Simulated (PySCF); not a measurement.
These compounds are isomers of formula C₅H₄F₂.

A. `InChI=1S/C5H4F2/c1-3-4(2)5(6)7/h1,5H,2H2`
B. `C#C/C(F)=C/CF`
C. `C=C1C=C1C(F)F`
D. `InChI=1S/C5H4F2/c1-2-5(7)3-4-6/h1,3H,4H2/b5-3+`
E. `F[C@H]1[C@](C#C)(F)C1`

Spectrum 1. 1H NMR (400 MHz, computed): δ 6.02 (ddt, J = 26.8, 18.8, 5.5 Hz, 1H), 5.69 (m, 2H), 2.82 (dt, J = 4.3, 1.7 Hz, 1H). 13C{1H} NMR (computed): δ 149.1 (C, dd, J = 310.4, 12.5 Hz), 128.4 (CH, dd, J = 25.5, 15.9 Hz), 90.4 (CH, d, J = 2.4 Hz), 81.8 (CH2, dd, J = 222.1, 1.8 Hz), 80.0 (C, d, J = 37.1 Hz).

Spectrum 2. 1H NMR (400 MHz, computed): δ 4.94 (m, 1H), 2.39 (d, J = 4.8 Hz, 1H), 1.53 (m, 1H), 1.42 (m, 1H). 13C{1H} NMR (computed): δ 88.5 (CH, d, J = 9.2 Hz), 81.2 (C, dd, J = 25.5, 2.8 Hz), 79.0 (CH, dd, J = 305.2, 13.7 Hz), 72.5 (C, dd, J = 282.1, 5.3 Hz), 25.6 (CH2, dd, J = 12.9, 8.1 Hz).

Spectrum 3. 1H NMR (400 MHz, computed): δ 6.59 (td, J = 1.3, 1.2 Hz, 1H), 6.42 (td, J = 61.6, 1.2 Hz, 1H), 6.39 (d, J = 1.0 Hz, 1H), 2.87 (d, J = 1.0 Hz, 1H). 13C{1H} NMR (computed): δ 136.9 (CH2, t, J = 5.6 Hz), 133.0 (C, t, J = 19.9 Hz), 119.2 (CH, t, J = 304.1 Hz), 92.1 (CH), 84.4 (C, t, J = 4.9 Hz).

Spectrum 4. 1H NMR (400 MHz, computed): δ 6.34 (ddt, J = 11.9, 10.4, 8.0 Hz, 1H), 5.51 (ddd, J = 51.6, 8.0, 3.3 Hz, 2H), 3.20 (dd, J = 3.9, 2.4 Hz, 1H). 13C{1H} NMR (computed): δ 152.3 (C, dd, J = 316.0, 12.8 Hz), 126.0 (CH, dd, J = 24.3, 18.9 Hz), 97.3 (CH, d, J = 1.7 Hz), 83.0 (CH2, dd, J = 222.6, 4.0 Hz), 77.3 (C, d, J = 38.2 Hz).

Spectrum 5. 1H NMR (400 MHz, computed): δ 8.19 (tdt, J = 2.5, 1.5, 1.3 Hz, 1H), 7.11 (td, J = 57.8, 2.2 Hz, 1H), 4.22 (m, 1H), 4.18 (m, 1H). 13C{1H} NMR (computed): δ 148.5 (C, t, J = 26.3 Hz), 141.9 (CH, t, J = 8.5 Hz), 123.8 (C, t, J = 2.6 Hz), 117.0 (CH, t, J = 300.7 Hz), 67.3 (CH2).

How the numbers were obtained: GFN2-xTB structure, PBE0/pcSseg-1 with gauge-including orbitals, spin–spin couplings from B3LYP/pcJ-1 (spin–dipole term left out of most H,H and C,H couplings), in PySCF 2.14.0 with density-fitted response routines (equivalent nuclei averaged, single conformer, relativity neglected, no solvent).

References, each an isolated molecule treated in the same way: 1H, 13C against TMS. Multiplet labels drop J under 1 Hz and among equivalent protons, and merge close values. Unscaled 3J(H,H) run several per cent high. Vicinal couplings that depend on rotamer populations or ring flexing (ring, CH–CH, X–H and H–F types) are those of the one conformer. One-bond C–F couplings are unscaled and too large by tens of Hz. Shifts are as computed. Against solution values, carbons near 30 ppm lie about +3 ppm off and those near 130 ppm about +5 ppm. Of 1309 compounds with measured shifts, 239 miss one by over three times the rms of a fit or turn the order of signals round; such compounds aren't used in these exercises.

Match each spectrum to its structure.

## Answers

1–B, 2–E, 3–A, 4–D, 5–C.

- Spectrum 1 (B): 5 13C signals; δC 149.1 is a fully substituted alkene carbon; δC 128.4 is an alkene CH.
- Spectrum 2 (E): 5 13C signals; δC 88.5 is a terminal alkyne carbon; δC 81.2 is an alkyne carbon.
- Spectrum 3 (A): 5 13C signals; δC 136.9 is a terminal =CH2 carbon; δC 133.0 is a fully substituted alkene carbon.
- Spectrum 4 (D): 5 13C signals; δC 152.3 is a fully substituted alkene carbon; δC 126.0 is an alkene CH.
- Spectrum 5 (C): 5 13C signals; δC 148.5 is a fully substituted alkene carbon; δC 141.9 is an alkene CH.
